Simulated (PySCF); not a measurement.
Vertical excitations of a molecule CH₇ClOSi₂ from TDDFT-CAM-B3LYP/def2-SVPD (PySCF), as energy in eV (oscillator strength): 7.10 (0.002), 7.34 (0.010), 7.70 (0.056), 7.89 (0.006), 7.98 (0.013), 8.27 (0.113), 8.33 (0.035), 8.36 (0.024), 8.44 (0.001), 8.56 (0.044). Lowest triplet (TDA): 6.71 eV. The structure is a stationary point at B3LYP-D3(BJ)/def2-SVP. One conformer was computed; it need not be the lowest.

Problem. Pick the molecule that these values belong to.
A) [SiH3]OC[SiH2]Cl
B) C[Si@H](Cl)[SiH2]O
C) [SiH3]CO[SiH2]Cl
D) C[SiH2]O[SiH2]Cl

Solution. C, [SiH3]CO[SiH2]Cl
